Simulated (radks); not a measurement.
Values are calculated unless marked as measured or tabulated.
All-electron atom: the sulfur ion S2+ in [Ne] 3s2 3p2. Code: a radial shooting solver on a logarithmic mesh with Libxc functionals. Model: scalar-relativistic Kohn-Sham, SCAN, spin-unpolarised, spherical densities, finite nucleus; meta-GGA in the generalised Kohn-Sham scheme; Fermi nuclear charge, rms radius 3.2611 fm.

Radial electron density D(r) = 4 pi r^2 rho(r):

r (bohr)  D(r) (e/bohr)
0.009213          2.188
0.01039           2.675
0.01171           3.254
0.01321           3.937
0.01489           4.736
0.01679           5.657
0.01893           6.707
0.02117           7.801
0.02387           9.086
0.02691           10.47
0.03035           11.92
0.03421           13.38
0.03858           14.80
0.04349           16.10
0.04904           17.18
0.05529           17.96
0.06234           18.36
0.07029           18.32
0.07925           17.83
0.08936           16.93
0.1007            15.74
0.1136            14.43
0.1281            13.22
0.1444            12.35
0.1628            12.01
0.1836            12.30
0.207             13.19
0.2334            14.52
0.2631            15.96
0.2967            17.15
0.3345            17.69
0.3771            17.34
0.4252            16.02
0.4794            13.86
0.5406            11.19
0.6095            8.441
0.6872            6.018
0.7748            4.226
0.8736            3.167
0.9771            2.767
1.102             2.752
1.242             2.887
1.401             2.937
1.579             2.767
1.78              2.370
2.007             1.829
2.263             1.263
2.552            0.7732
2.877            0.4168
3.244            0.1959
3.658           0.07930
4.124           0.02737
4.65           0.007946
5.243          0.001907
5.911         0.0003703

D(r) has 3 maxima, at r = 0.0654, 0.340, 1.37 bohr, and minima at 0.164, 1.04 bohr, inside which lie 2.19, 10.40 electrons.
